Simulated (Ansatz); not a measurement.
Input for Ansatz (a program for electronic structure): U-CCSD(T)/def2-TZVPP on GeH4Te (SMILES [GeH3][TeH]), a point of a bond scan (R = 3.326 Å). Elements past Kr take the def2 small-core potentials; no spin–orbit coupling. The run froze 23 orbitals, filled d shells among them.

Ansatz 0.2 input:
```yaml
crystal:
  periodic: [false, false, false]
  atoms:
    - {symbol: Te, position_ang: [-0.09896076, 0.80692664, 0.65430353]}
    - {symbol: H, position_ang: [0.62346088, 2.93602838, -1.79630119]}
    - {symbol: Ge, position_ang: [0.13620165, -1.21741469, -0.93151219]}
    - {symbol: H, position_ang: [1.56045513, -1.29524723, -1.50328127]}
    - {symbol: H, position_ang: [-0.15262004, -2.45072946, -0.06258670]}
    - {symbol: H, position_ang: [-0.88257830, -1.12841585, -2.07852674]}
basis:
  gaussian:
    orbitals: def2-TZVPP
correlation: {method: ccsd_t, electrons: outside_noble_gas}
scf: {omitted_lower_state_checks: [cluster_reference]}
magnetization: {spin_polarized: true, initial_magnetization: 0}
```

### Question
Give the final energy of this run.

### Answer
-2344.9125 hartree (reference determinant -2344.6326, T1 diagnostic 0.015). Its determinant has ⟨S²⟩ = 0.98, a mixture of spin states.

### Question
How many basis functions does it have, and what does it roughly cost on one machine?

### Answer
154 functions; very roughly 100 core-seconds.
